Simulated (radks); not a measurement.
The numbers below are computed, except where a source is named.
Numerical settings for neutral antimony, [Kr] 4d10 5s2 5p3. Level of theory: scalar-relativistic Kohn-Sham, r2SCAN, spin-polarised, spherical densities, finite nucleus; open shells are filled with parallel spins first (spin-orbit coupling, left out, can overturn this in heavy ions); meta-GGA in the generalised Kohn-Sham scheme; Fermi nuclear charge, rms radius 4.6802 fm (a radial shooting solver on a logarithmic mesh with Libxc functionals). The defaults (mesh step 0.008 in ln r, mesh end at 40 bohr or more with all orbitals vanishing there, Anderson mixing 0.5 over 9 steps, residual threshold near 1e-9 with the energy settled to 1e-9 hartree or 1e-11 of itself, here a cap of 57 iterations) give E = -6482.215 hartree and 5p at -5.827 eV in 12 iterations. Run on one thread of a shared host, so times are rough (Arm Neoverse V1): 0.21 s of CPU time, 0.21 s wall, 12 iterations on 2437 mesh points. Changes against that run (0 stands for a change within the tolerance of the run):

| setting | iterations | converged | E (mhartree) | e(5p) (meV) | CPU (s) |
|---|---|---|---|---|---|
| mesh step in ln r 0.003 | 17 | yes | 0 | +0.00913 | 0.7 |
| mesh step in ln r 0.05 | 10 | yes | +0.346 | +0.024 | 0.04 |
| mesh step in ln r 0.005 | 12 | yes | 0 | -0.00872 | 0.34 |
| mesh end (bohr) 20 | 12 | yes | 0 | 0 | 0.21 |
| mesh end (bohr) 2 | 11 | level above zero | +1.67e+04 | +1.11e+05 | 0.15 |
| residual threshold 1e-16 | 57 | no | 0 | +0.00889 | 0.52 |
| residual threshold 0.01 | 9 | yes | 0 | +0.0608 | 0.18 |
| mixing 1.5 | 13 | yes | 0 | +0.014 | 0.23 |
| linear mixing, mixing 0.5 | 22 | yes | 0 | +0.00706 | 0.33 |
| linear mixing, mixing 0.8 | 35 | no | diverged | - | 0.51 |
| mixing history 2 | 13 | yes | 0 | +0.0429 | 0.22 |
| iteration cap 3 | 3 | no | -0.799 | +711 | 0.07 |

Settled on a wrong energy, with an occupied level pushed above zero by the early mesh end: mesh end (bohr) 2 (+16.7 hartree). Apart from these: no run marked as converged misses the energy by more than 1 mhartree. A mesh that ends early acts as a hard wall.
